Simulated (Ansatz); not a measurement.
Total energies of CH₅FOSiTe, SMILES `OC[Te][SiH2]F`.

Cartesian coordinates in Å:
```
O -0.5264 0.6073 -2.2835
C 0.3251 0.8951 -1.2327
Te 1.3518 -0.8699 -0.4184
Si -0.0103 -0.9158 1.6310
F 0.5822 -0.0007 2.8050
H -1.2365 0.0402 -1.9690
H -0.1670 1.3751 -0.3828
H 1.1169 1.5382 -1.6098
H -0.0816 -2.3019 2.1471
H -1.3541 -0.3677 1.3131
```

Charge 0, multiplicity 1. Correlated methods include outer-core shells of Te, which these sets cover unevenly. Te: def2 effective core potential. Geometry: relaxed with PBE0-D4/def2-TZVP. It is one conformer, not always the lowest. Basis def2-TZVPP, Ansatz 0.2.0.

RPA on PBE orbitals: Hartree–Fock energy of these orbitals -771.11663 Eh, correlation -1.84925 Eh (frozen core).

```
             functional  energy without D4 (Eh)  D4 term (kJ/mol)
            LDA (SPW92)              -770.76916                 –
                    PBE              -773.48438             -23.8
                 revPBE              -773.78170             -64.4
                   BLYP              -773.77185             -51.2
                 r2SCAN              -773.84815              -5.6
                 B97M-V              -773.72386                 –
                   PBE0              -773.53497             -20.3
                  B3LYP              -773.98368             -38.8
                r2SCANh              -773.82293              -6.1
                r2SCAN0              -773.78656              -6.8
HSE06 (plane-wave form)              -773.51706             -19.2
                  BHLYP              -773.71164             -33.1
              CAM-B3LYP              -773.80243             -21.0
                LC-ωPBE              -773.68886                 –
                ωB97X-V              -773.73649                 –
                ωB97M-V              -773.74862                 –
                 B2PLYP              -773.43525                 –
               PBE-QIDH              -773.26096                 –
```

B3LYP takes the VWN-RPA correlation (the form of Gaussian; ORCA's B3LYP/G). HSE06 is the plane-wave form, built on full-range PBE exchange. The double hybrids freeze the cores in their second-order part.

LC-ωPBE has ω = 0.4 bohr⁻¹.
